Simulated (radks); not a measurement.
The numbers below are computed, except where a source is named.
Q: Excited configurations of Pt LXIV: one electron is placed in a higher orbital outside [Ne] 3s2 3p2. The ground configuration is [Ne] 3s2 3p3. Level of theory: scalar-relativistic Kohn-Sham, r2SCAN, spin-unpolarised, spherical densities, finite nucleus; meta-GGA in the generalised Kohn-Sham scheme; Fermi nuclear charge, rms radius 5.427 fm (a radial shooting solver on a logarithmic mesh with Libxc functionals). Excitation = E - E(ground); binding = E(ion) - E, where the ion is the core of charge +64; n* = 64/sqrt(2 binding) in atomic units. These energies are relativistic, and a one-electron ion of charge +64 with no core already has n* below n in this formula (scalar-relativistic equation, point nucleus: 4f 3.989, 6s 5.898, 6d 5.970, 6f 5.982, 7s 6.896). The quantum defect is therefore taken as that value minus n*, so that it holds no relativistic shift of the bare ion.

| outer orbital | excitation (eV) | binding (eV) | n* | quantum defect | eigenvalue (eV) | <r> (bohr) |
|---|---|---|---|---|---|---|
| 4f | 3523.1 | 3538.4 | 3.969 | 0.021 | -3501.5 | 0.2729 |
| 6d | 5463.9 | 1597.6 | 5.906 | 0.064 | -1585.6 | 0.7694 |
| 6f | 5492.9 | 1568.7 | 5.960 | 0.022 | -1556.2 | 0.7374 |
| 7s | 5823.0 | 1238.5 | 6.708 | 0.188 | -1230.5 | 1.054 |

Estimate the row for 6s.

A: excitation (eV) 5352.1; binding (eV) 1709.4; n* 5.710; quantum defect 0.188; eigenvalue (eV) -1698.1; <r> (bohr) 0.7637. The Delta-SCF ionisation energy is 7061.5 eV (NIST Atomic Spectra Database: 6918 eV, theoretical). Self-interaction in the functional shifts the binding energies and quantum defects, so they are the method's values and not measured ones. Spin polarisation and multiplet splitting are left out, so open shells lie too high by an amount that depends on their filling. Spin-orbit splitting is averaged out at the scalar-relativistic level.

Beside tabulated values, note that spin-unpolarised runs miss the spin-polarisation part of the exchange energy of open shells.
